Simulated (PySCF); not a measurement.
HNSi, SMILES N#[SiH].

Coordinates come from a B3LYP-D3(BJ)/def2-TZVPD optimisation.

Two levels are set side by side: PBE/def2-TZVPD (PySCF) and CAM-B3LYP/def2-TZVPD (PySCF). Same geometry, gas phase. Differences are taken from unrounded values.

```
quantity                     CAM-B3LYP    PBE  PBE minus CAM-B3LYP
---------------------------  ---------  -----  -------------------
orbital gap (eV)                  7.80   3.60                -4.20
highest occupied level (eV)      -9.06  -6.73                 2.34
lowest empty level (eV)          -1.26  -3.12                -1.87
dipole moment (D)                 5.08   4.35                -0.73
mean polarisability (bohr³)       39.5   40.4                  0.9
```

Without exact exchange PBE keeps part of each electron's self-repulsion, which lifts occupied levels and narrows the gap. Differences between two approximate levels are no errors against the true value.

Rough cost on one machine, each run with all the roots and properties that it gave: CAM-B3LYP against PBE within a factor of 2.
